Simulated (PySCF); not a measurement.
Isomers of C5H8ClFO2, mass 154.020 u with the commonest isotopes. Method used: PBE0/pcSseg-1 in PySCF (dipole) on a GFN2-xTB geometry, gas phase. One conformer each, none proved a minimum here; rigid rotors.

Question: Order these by out-of-plane moment Σ m c² = (Ia + Ib − Ic)/2, largest first.
A. `[CH3:1][O:2][CH2:3][C@:4]([CH3:5])([F:6])[C:7](=[O:8])[Cl:9]` with C1–O2–C3–C4 -179°, O2–C3–C4–C5 -166°, C3–C4–C7–O8 -71°
B. `[CH3:1][O:2][C@@H:3]([CH3:4])[C@H:5]([F:6])[C:7](=[O:8])[Cl:9]` with C1–O2–C3–C4 159°, O2–C3–C5–F6 79°, C3–C5–C7–O8 -74°
C. `[CH3:1][O:2][C@@H:3]([C:4](=[O:5])[Cl:6])[C@@H:7]([CH3:8])[F:9]` with C1–O2–C3–C4 156°, O2–C3–C4–O5 170°, O2–C3–C7–C8 -45°

Answer: A (111.60 u·Å²), B (105.78 u·Å²), C (65.18 u·Å²).

Question: Order these by rotational constant A, largest first.
A. `[CH3:1][O:2][C@@H:3]([CH3:4])[C@H:5]([F:6])[C:7](=[O:8])[Cl:9]` with C1–O2–C3–C4 159°, O2–C3–C5–F6 79°, C3–C5–C7–O8 -74°
B. `[CH3:1][O:2][CH2:3][C@:4]([CH3:5])([F:6])[C:7](=[O:8])[Cl:9]` with C1–O2–C3–C4 -179°, O2–C3–C4–C5 -166°, C3–C4–C7–O8 -71°
C. `[CH3:1][O:2][C@@H:3]([C:4](=[O:5])[Cl:6])[C@@H:7]([CH3:8])[F:9]` with C1–O2–C3–C4 156°, O2–C3–C4–O5 170°, O2–C3–C7–C8 -45°

Answer: C (1909 MHz), A (1701 MHz), B (1583 MHz).

Question: Order these by dipole moment, smallest first.
A. `[CH3:1][O:2][CH2:3][C@:4]([CH3:5])([F:6])[C:7](=[O:8])[Cl:9]` with C1–O2–C3–C4 -179°, O2–C3–C4–C5 -166°, C3–C4–C7–O8 -71°
B. `[CH3:1][O:2][C@@H:3]([C:4](=[O:5])[Cl:6])[C@@H:7]([CH3:8])[F:9]` with C1–O2–C3–C4 156°, O2–C3–C4–O5 170°, O2–C3–C7–C8 -45°
C. `[CH3:1][O:2][C@@H:3]([CH3:4])[C@H:5]([F:6])[C:7](=[O:8])[Cl:9]` with C1–O2–C3–C4 159°, O2–C3–C5–F6 79°, C3–C5–C7–O8 -74°

Answer: B (2.15 D), C (2.82 D), A (3.60 D).

```
                     SMILES  point group  Ia (u·Å²)  Ib (u·Å²)  Ic (u·Å²)      κ  μa (D)  μb (D)  μc (D)
 CO[C@@H](C)[C@H](F)C(=O)Cl           C1     297.17     434.87     520.47  -0.48    2.25    0.67    1.57
CO[C@@H](C(=O)Cl)[C@@H](C)F           C1     264.78     500.74     635.16  -0.62    1.62    1.41    0.04
       COC[C@](C)(F)C(=O)Cl           C1     319.27     447.72     543.78  -0.39    2.82    2.22    0.11
```
